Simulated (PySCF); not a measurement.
BrIPb, neutral, multiplicity 1. Atoms are numbered in the order given.

```xyz
3

Pb     0.8458     0.4262     0.0000
Br    -1.1747     2.1450     0.0000
I     -0.5329    -2.0759     0.0000
```

Geometry: B3LYP-D3(BJ)/def2-SVP. The def2 effective core potentials stand for the cores of I, Pb; spin–orbit coupling is left out.

Calculation: PBE0/def2-TZVPD (PySCF).

Computed frontier levels, gap, dipole moment and polarisability:
```json
{
  "highest_occupied_level": "-7.40 eV",
  "lowest_empty_level": "-3.37 eV",
  "orbital_gap": "4.03 eV",
  "dipole_moment": "4.18 D",
  "quadrupole, principal values (traceless, Buckingham form, about the centre of nuclear charge)": "-12.39, 5.75, 6.64 D·Å",
  "mean_static_polarisability": "110.7 bohr³ (16.41 Å³)",
  "polarisability_principal_values": "75.2, 105.8, 151.2 bohr³"
}
```
